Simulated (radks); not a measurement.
Values are calculated unless marked as measured or tabulated.
Ionisation of Sm, [Xe] 4f6 6s2, to Sm+, [Xe] 4f6 6s1, under several functionals. Scalar-relativistic Kohn-Sham, spin-polarised, spherical densities, finite nucleus; open shells are filled with parallel spins first (spin-orbit coupling, left out, can overturn this in heavy ions); a radial shooting solver on a logarithmic mesh with Libxc functionals.

[
 {"functional": "LDA (Slater exchange, VWN5 correlation)", "E(Sm) (hartree)": "-10419.5524", "Exc (hartree)": "-228.2981", "IE (eV)": "5.772", "-e(HOMO) (eV)": "3.569", "<r> HOMO (bohr)": "4.350", "IE error (eV)": "+0.129"},
 {"functional": "AM05", "E(Sm) (hartree)": "-10419.8129", "Exc (hartree)": "-228.5633", "IE (eV)": "5.484", "-e(HOMO) (eV)": "3.391", "<r> HOMO (bohr)": "4.413", "IE error (eV)": "-0.160"},
 {"functional": "Wu-Cohen GGA", "E(Sm) (hartree)": "-10425.8168", "Exc (hartree)": "-234.5806", "IE (eV)": "5.465", "-e(HOMO) (eV)": "3.448", "<r> HOMO (bohr)": "4.388", "IE error (eV)": "-0.179"},
 {"functional": "exchange-only B88", "E(Sm) (hartree)": "-10424.3429", "Exc (hartree)": "-233.0644", "IE (eV)": "4.824", "-e(HOMO) (eV)": "2.781", "<r> HOMO (bohr)": "0.9985", "IE error (eV)": "-0.820"},
 {"functional": "MS2 meta-GGA", "E(Sm) (hartree)": "-10426.4590", "Exc (hartree)": "-234.9305", "IE (eV)": "5.321", "-e(HOMO) (eV)": "3.459", "<r> HOMO (bohr)": "4.557", "IE error (eV)": "-0.323"},
 {"functional": "XLYP", "E(Sm) (hartree)": "-10428.2697", "Exc (hartree)": "-237.0329", "IE (eV)": "5.647", "-e(HOMO) (eV)": "3.328", "<r> HOMO (bohr)": "4.394", "IE error (eV)": "+0.003"},
 {"functional": "r2SCAN", "E(Sm) (hartree)": "-10427.9245", "Exc (hartree)": "-236.0775", "IE (eV)": "5.232", "-e(HOMO) (eV)": "3.442", "<r> HOMO (bohr)": "4.564", "IE error (eV)": "-0.412"}
]

NIST Atomic Spectra Database: 5.644 eV (measured). Closest: XLYP. The Delta-SCF values span 0.95 eV, the total energies 8.72 hartree. The highest occupied level is 6s. Open shells are spherical and high-spin; term and fine-structure splittings are not resolved. Spin-orbit splitting is averaged out at the scalar-relativistic level.
